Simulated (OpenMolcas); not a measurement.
**Mo3+: ligand-field states by method**

Mo3+ with 4 ligands (fluoride) in tetrahedral coordination (Td) at 1.87 Å. A charge of +0.25 e stands 3.2 Å behind each ligand. Ligand basis ANO-RCC-VDZP.
```
Mo    0.0000    0.0000    0.0000
F     1.0796    1.0796    1.0796
F     1.0796   -1.0796   -1.0796
F    -1.0796    1.0796   -1.0796
F    -1.0796   -1.0796    1.0796
```

* Program: OpenMolcas 26.06
* Basis: ANO-RCC-VDZP [6s5p3d1f]
* Scalar Hamiltonian: DKH2, point nucleus
* Active space: 3 electrons in 5 orbitals (4d)
* State averaging: 2S+1 = 4 even, 10 roots; 2S+1 = 2 even, 40 roots
* Spin-orbit coupling: state interaction with AMFI integrals over the reference wave functions

I. CASSCF
II. SS-CASPT2, IPEA 0.25 Eh, imaginary shift 0.1 Eh (closed shells correlated: 4s 4p and the ligand valence shells)

Spin-free states (labels of Td) in cm-1, each column counted from its own energy of the first state listed:

```json
{"State": "4T1", "Degeneracy": "3", "I": "0", "II": "0"}
{"State": "2E", "Degeneracy": "2", "I": "1440", "II": "50"}
{"State": "2S+1 = 2", "Degeneracy": "3", "I": "11352", "II": "8610"}
{"State": "4T2", "Degeneracy": "3", "I": "11563", "II": "11060"}
{"State": "2S+1 = 2", "Degeneracy": "3", "I": "12958", "II": "9940"}
```

From I to II, I's first state of the same spin (4T2) moves from 11563 to 11060 cm-1, by about -510 cm-1.

From I to II, I's first state of another spin (2E) moves from 1440 to 50 cm-1, by about -1400 cm-1.

χT at 300 K: I 0.92, II 0.69 cm3 K/mol.

Roots that are degenerate in the reference are averaged as groups; the widest CASPT2 spread within a group is 690 cm-1 (the 3-fold group of multiplicity 2 near 9940 cm-1 above the lowest state of its run, II). Shifts and gaps below about the spread of the groups concerned are not significant. This shell can be high or low spin here, a state of another spin lies low, and with metal d orbitals alone active their balance is uncertain, so the ground spin may be wrong. The least metal-like active orbital is 79 % on the metal (Löwdin) and no ligand orbital is active, so the numbers are rough. Ligand-to-metal charge-transfer states are missing. With no ligand orbital active B as a rule stays too high, so bands that hang on it stand too high and its fall with covalency is understated. An orbital triplet at a regular site is open to Jahn-Teller coupling, which can distort the site and quench the lowest spin-orbit gaps and is left out (holds for I). Without dynamic correlation the repulsion within the d shell is too large (B by tens of per cent), so at a given field states of lower spin stand too high (holds for I). With metal d orbitals alone the field can be off either way by tens of per cent (holds for I). Spin-orbit coupling mixes the spin-free states strongly: the lowest level takes only 59 % from its leading state, 4T1 (holds for II). These CASPT2 states fit no ligand-field parameters well, so their order and spin gaps are uncertain (holds for II). With one d shell and no ligand orbital active, 10Dq can be off by a tenth or more (holds for II). No measured value stands beside these numbers; the geometry is a model, was not optimised and need not be the one that this ion takes.

A state without a sure symmetry label is named by its multiplicity alone.
